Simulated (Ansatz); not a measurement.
Geometry optimisation, Ansatz 0.2.0, RKS PBE-D4/6-31G*.

input.yaml

```yaml
crystal:
  periodic: [false, false, false]
  atoms:
    - { symbol: B, position_ang: [0.062577, 0.392098, -0.234983] }
    - { symbol: F, position_ang: [-0.606869, 0.759519, 0.856363] }
    - { symbol: F, position_ang: [1.39406, 0.370777, -0.208365] }
    - { symbol: F, position_ang: [-0.585825, 0.220121, -1.381824] }
    - { symbol: "N", position_ang: [-0.208699, -1.958417, 1.137222] }
    - { symbol: H, position_ang: [-0.874955, -2.734977, 1.081858] }
    - { symbol: C, position_ang: [1.035094, -2.379284, 1.790228] }
    - { symbol: H, position_ang: [1.517015, -3.162991, 1.181927] }
    - { symbol: H, position_ang: [1.72385, -1.519105, 1.822609] }
    - { symbol: H, position_ang: [0.918566, -2.769121, 2.824053] }
    - { symbol: H, position_ang: [-0.670712, -1.201721, 1.682213] }
basis:
  gaussian: { orbitals: "6-31G*" }
hamiltonian:
  xc: pbe
  dispersion: d4
relax:
  f_tol: 0.03
  max_steps: 50
```

Launched with:

```bash
$ ansatz run input.yaml --threads 2 --pin off --max-ram 3072MiB --backend cpu --events-out ev --progress --plain --runs-dir out
```

Where does it end, and by what steps?

It converged. After 10 steps the energy has fallen by 0.821 eV; F4 moved furthest, 0.89 Å. Joined: B1–N5.

```csv
step,energy less start (eV),largest force component (eV/Å),accepted
0,0.0000,0.790,yes
1,-0.0406,1.252,yes
2,-0.2759,0.575,yes
3,-0.4860,0.727,yes
4,-0.7179,0.626,yes
5,-0.7763,0.693,yes
6,-0.7948,0.892,yes
7,-0.8067,0.494,yes
8,-0.8206,0.110,yes
9,-0.8191,0.171,no
10,-0.8214,0.010,yes
```

```xyz
11
Properties=species:S:1:pos:R:3
B 0.058 -0.198 0.092
F -0.521 0.875 0.746
F 1.427 -0.102 -0.056
F -0.613 -0.600 -1.049
N -0.193 -1.501 1.178
H -0.806 -2.167 0.690
C 1.035 -2.178 1.665
H 1.580 -2.575 0.798
H 1.672 -1.430 2.155
H 0.796 -2.992 2.367
H -0.732 -1.116 1.965
```

Whether the end is a true minimum wasn't checked by a vibrational analysis.

The run took 26 s on 2 threads of Intel(R) Xeon(R) Platinum 8259CL CPU @ 2.50GHz (Skylake/Cascade Lake), with other jobs on the host, peak memory 0.17 GiB.
